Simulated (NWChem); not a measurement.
Species: C2H7BeNO; SMILES C[N](C)[Be][OH]

```xyz
12

Be     0.1142     0.0000    -1.0713
O      0.1867     0.0000    -2.5030
H     -0.5469     0.0000    -3.1336
N      0.0557     0.0000     0.4391
C      0.0041     1.2087     1.2368
C      0.0041    -1.2087     1.2368
H     -0.9337     1.2757     1.8429
H      0.8556     1.2746     1.9585
H      0.0471     2.1122     0.5934
H      0.8556    -1.2746     1.9585
H     -0.9337    -1.2757     1.8429
H      0.0471    -2.1122     0.5934
```
Atoms are numbered in this order, from 1.

All runs: NWChem. Geometry: optimised at PBE-D3(BJ)/def2-SVP. Vzz is the largest principal value of the second derivative of the potential at the nucleus (NWChem prints the opposite sign); η is the asymmetry. Non-relativistic.

For level Hartree-Fock/def2-SVP:

```
Item             Value
--------------  ------
Vzz Be1 (a.u.)  -0.208
Vzz N4 (a.u.)   -0.892
```

**Question.** What are these values for level Hartree-Fock/def2-TZVP?

**Answer.** The vzz Be1 (a.u.) comes out as -0.231 and the vzz N4 (a.u.) comes out as -0.912.
